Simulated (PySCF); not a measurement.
Harmonic spectrum computed at PBE0 in the def2-TZVP basis family (core potentials from Rb on, PySCF, no spin–orbit coupling):

```tsv
ω (cm⁻¹)	IR (km/mol, summed over degenerate members)	degeneracy
125	29.3	2
394	31.7	1
1264	18.1	1
```

Task: Which molecule gave it? In each, all ligands are bound to the one heavy central atom.
A. BrSeN (singlet)
B. BrRuN (singlet)
C. BrGeN (singlet)
D. BrSiN (singlet)
E. BrSnN (singlet)

Result: D. It has C∞v symmetry with Si–Br 2.171 Å, Si–N 1.559 Å.
